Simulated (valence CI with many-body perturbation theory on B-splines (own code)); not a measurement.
E1 transitions of Mg VIII

Computed by relativistic CI+MBPT: three valence electrons over a frozen Dirac-Fock core [He], radial functions for each j: 11 s, 11 p, 10 d, 8 f, 5 g, 2 h, with the one-electron correlation potential Σ1 (screened to all orders), the two-electron term Σ2, the three-electron term Σ3, Breit, model QED; selected single and double excitations, second order for the rest, scaled by the run's own slope (own B-spline code, finite nucleus).

No measured spectrum was set against this ion. As an estimate, levels hold to about 100 cm⁻¹ or 0.05 % of their energy and the worst to 300 or 400 cm⁻¹, as in measured light ions of charge 2 to 7.

Lines 301 to 350 of 580 in falling wavelength, among levels below 1904500 cm⁻¹, chosen from the strongest by gf and those to the six lowest levels. Wavelengths and rates use the calculated energies, so an error of 200 cm⁻¹ moves a line at 270.5 Å by 0.054 % and its rate by three times that or more. Electric multipoles are in the length gauge, E1 and E2 with the static RPA response of the core. Weak lines are less certain than strong ones. Lines between different terms over intervals too small for the method are left out, as are lines whose strength nearly cancels. Where a level lies close to another of its J and parity, the split of strength between their lines is uncertain. The highest levels of a list are the least certain.

Names give the largest LS component (configuration and term), which can be under half, so a name can repeat, a term be missing and a line seem to break the LS rules; names also repeat where a configuration has a term twice. Letters in brackets count levels of one name in rising energy.

| λ vac (Å) | Upper | Lower | A (s⁻¹) | S (a.u.) with core polarisation | S without |
| --- | --- | --- | --- | --- | --- |
| 270.5 | 2s 2p 4f 4F_5/2 | 2s 2p 3d 4D°_5/2 | 5.29e+09 | 3.10e-01 | 3.10e-01 |
| 270.3 | 2s 2p 4f 4F_5/2 | 2s 2p 3d 4D°_3/2 | 2.64e+10 | 1.55e+00 | 1.55e+00 |
| 270.1 | 2s 2p 4f 4G_7/2 | 2s 2p 3d 4D°_5/2 | 1.17e+10 | 9.09e-01 | 9.10e-01 |
| 269.9 | 2s 2p 4f 2F_7/2 | 2s 2p 3d 2D°_5/2 [a] | 2.58e+10 | 2.00e+00 | 2.00e+00 |
| 269.9 | 2s 2p 4f 2G_7/2 | 2s 2p 3d 4D°_5/2 | 1.15e+10 | 8.95e-01 | 8.96e-01 |
| 269.7 | 2s 2p 4f 4G_9/2 | 2s 2p 3d 4D°_7/2 | 2.25e+10 | 2.18e+00 | 2.18e+00 |
| 269.4 | 2s2 4f 2F°_5/2 | 2s2 3d 2D_5/2 | 4.39e+09 | 2.54e-01 | 2.54e-01 |
| 269.3 | 2s2 4f 2F°_7/2 | 2s2 3d 2D_5/2 | 6.52e+10 | 5.03e+00 | 5.03e+00 |
| 269.2 | 2s 2p 4f 4D_7/2 | 2s 2p 3d 2D°_5/2 [a] | 5.71e+09 | 4.40e-01 | 4.41e-01 |
| 269.2 | 2s2 4f 2F°_5/2 | 2s2 3d 2D_3/2 | 6.07e+10 | 3.51e+00 | 3.51e+00 |
| 269.0 | 2s 2p 4f 2F_7/2 | 2s 2p 3d 4D°_7/2 | 4.65e+09 | 3.57e-01 | 3.58e-01 |
| 268.9 | 2s 2p 4f 4D_5/2 | 2s 2p 3d 2D°_5/2 [a] | 3.11e+09 | 1.79e-01 | 1.79e-01 |
| 268.3 | 2s 2p 4f 4D_7/2 | 2s 2p 3d 4D°_7/2 | 9.72e+09 | 7.41e-01 | 7.42e-01 |
| 267.9 | 2s2 4s 2S_1/2 | 2s2 3p 2P°_3/2 | 8.44e+09 | 1.60e-01 | 1.60e-01 |
| 267.5 | 2s 2p 4f 2D_5/2 | 2s 2p 3d 2D°_5/2 [a] | 8.87e+09 | 5.03e-01 | 5.03e-01 |
| 267.4 | 2s 2p 4f 4D_5/2 | 2s 2p 3d 4D°_5/2 | 5.69e+09 | 3.22e-01 | 3.22e-01 |
| 266.6 | 2s 2p 4f 2D_3/2 | 2s 2p 3d 2D°_3/2 [a] | 7.40e+09 | 2.77e-01 | 2.77e-01 |
| 266.0 | 2s 2p 4s 4P°_3/2 | 2s 2p 3p 4D_5/2 | 5.43e+09 | 2.01e-01 | 2.01e-01 |
| 265.7 | 2s 2p 4s 4P°_5/2 | 2s 2p 3p 4D_7/2 | 6.58e+09 | 3.65e-01 | 3.65e-01 |
| 261.8 | 2s 2p 4f 4F_9/2 | 2s 2p 3d 4F°_7/2 | 2.83e+10 | 2.50e+00 | 2.50e+00 |
| 261.6 | 2s 2p 4f 4F_7/2 | 2s 2p 3d 4F°_5/2 | 2.94e+10 | 2.08e+00 | 2.08e+00 |
| 261.2 | 2s 2p 4f 4G_5/2 | 2s 2p 3d 4F°_3/2 | 3.75e+10 | 1.98e+00 | 1.98e+00 |
| 261.1 | 2s 2p 4f 4G_9/2 | 2s 2p 3d 4F°_9/2 | 1.24e+10 | 1.09e+00 | 1.09e+00 |
| 261.0 | 2s 2p 4f 4G_7/2 | 2s 2p 3d 4F°_7/2 | 6.63e+09 | 4.66e-01 | 4.66e-01 |
| 260.8 | 2s 2p 4f 2G_7/2 | 2s 2p 3d 4F°_7/2 | 5.46e+09 | 3.83e-01 | 3.83e-01 |
| 260.8 | 2s 2p 4f 4F_5/2 | 2s 2p 3d 4F°_5/2 | 1.16e+10 | 6.08e-01 | 6.09e-01 |
| 260.8 | 2s 2p 4f 4F_3/2 | 2s 2p 3d 4F°_3/2 | 6.31e+09 | 2.21e-01 | 2.21e-01 |
| 260.8 | 2s 2p 4f 4G_11/2 | 2s 2p 3d 4F°_9/2 | 6.27e+10 | 6.59e+00 | 6.59e+00 |
| 260.4 | 2s 2p 4f 4G_7/2 | 2s 2p 3d 4F°_5/2 | 1.92e+10 | 1.34e+00 | 1.34e+00 |
| 260.4 | 2s 2p 4f 4F_5/2 | 2s 2p 3d 4F°_3/2 | 1.39e+10 | 7.27e-01 | 7.27e-01 |
| 260.2 | 2s 2p 4f 2G_7/2 | 2s 2p 3d 4F°_5/2 | 3.78e+09 | 2.63e-01 | 2.63e-01 |
| 260.2 | 2s 2p 4f 4G_9/2 | 2s 2p 3d 4F°_7/2 | 2.74e+10 | 2.39e+00 | 2.39e+00 |
| 259.5 | 2s 2p 4f 2F_7/2 | 2s 2p 3d 4F°_7/2 | 2.21e+09 | 1.53e-01 | 1.53e-01 |
| 259.3 | 2s 2p 4f 2F_5/2 | 2s 2p 3d 4F°_3/2 | 4.15e+09 | 2.14e-01 | 2.14e-01 |
| 259.1 | 2s 2p 4f 2G_9/2 | 2s 2p 3d 4F°_7/2 | 3.45e+09 | 2.96e-01 | 2.96e-01 |
| 258.9 | 2s 2p 4f 2F_7/2 | 2s 2p 3d 4F°_5/2 | 3.68e+09 | 2.52e-01 | 2.52e-01 |
| 257.7 | 2s 2p 4d 2P°_3/2 | 2s 2p 3p 2S_1/2 [a] | 1.33e+10 | 4.50e-01 | 4.50e-01 |
| 257.0 | 2s 2p 4d 2P°_1/2 | 2s 2p 3p 2S_1/2 [a] | 1.40e+10 | 2.35e-01 | 2.35e-01 |
| 253.2 | 2s 2p 4d 2D°_5/2 | 2s 2p 3p 2D_5/2 [a] | 3.82e+09 | 1.84e-01 | 1.84e-01 |
| 252.2 | 2s 2p 4d 2D°_3/2 | 2s 2p 3p 2D_3/2 [a] | 6.29e+09 | 1.99e-01 | 1.99e-01 |
| 248.6 | 2s 2p 4d 4D°_5/2 | 2s 2p 3p 4P_3/2 | 1.42e+10 | 6.45e-01 | 6.45e-01 |
| 248.6 | 2s 2p 4d 4D°_3/2 | 2s 2p 3p 4P_3/2 | 6.77e+09 | 2.06e-01 | 2.06e-01 |
| 248.4 | 2s 2p 4d 4D°_7/2 | 2s 2p 3p 4P_5/2 | 2.11e+10 | 1.28e+00 | 1.28e+00 |
| 248.1 | 2s 2p 4d 4D°_3/2 | 2s 2p 3p 4P_1/2 | 1.20e+10 | 3.62e-01 | 3.62e-01 |
| 248.1 | 2s 2p 4d 4D°_1/2 | 2s 2p 3p 4P_1/2 | 1.99e+10 | 2.99e-01 | 2.99e-01 |
| 248.0 | 2s 2p 4d 2D°_5/2 | 2s 2p 3p 4P_5/2 | 3.68e+09 | 1.66e-01 | 1.66e-01 |
| 247.3 | 2s 2p 4d 4P°_5/2 | 2s 2p 3p 4P_5/2 | 1.07e+10 | 4.78e-01 | 4.78e-01 |
| 247.1 | 2s 2p 4d 4P°_3/2 | 2s 2p 3p 4P_5/2 | 6.25e+09 | 1.86e-01 | 1.86e-01 |
| 246.8 | 2s 2p 4d 2F°_7/2 | 2s 2p 3p 2D_5/2 [a] | 2.45e+10 | 1.45e+00 | 1.45e+00 |
| 246.6 | 2s 2p 4d 2F°_5/2 | 2s 2p 3p 2D_3/2 [a] | 2.20e+10 | 9.75e-01 | 9.75e-01 |
